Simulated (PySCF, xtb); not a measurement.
C2H10O2Si2, SMILES [Si@H](OC)(O)C[SiH3].

GFN2-xTB in xtb at its own geometry gives an orbital gap of 5.79 eV and a dipole moment of 0.99 D.

Geometry optimised at B3LYP-D3(BJ)/def2-SVP. The structure was generated by enumeration; whether it is a known compound was not checked. The values are those of a single conformer.

Question: What does PBE/def2-TZVP in PySCF give? (Estimate from the structure and the level; the computed values follow.)

Answer: gap 6.28 eV (levels -6.68 and -0.40 eV), dipole 0.30 D.
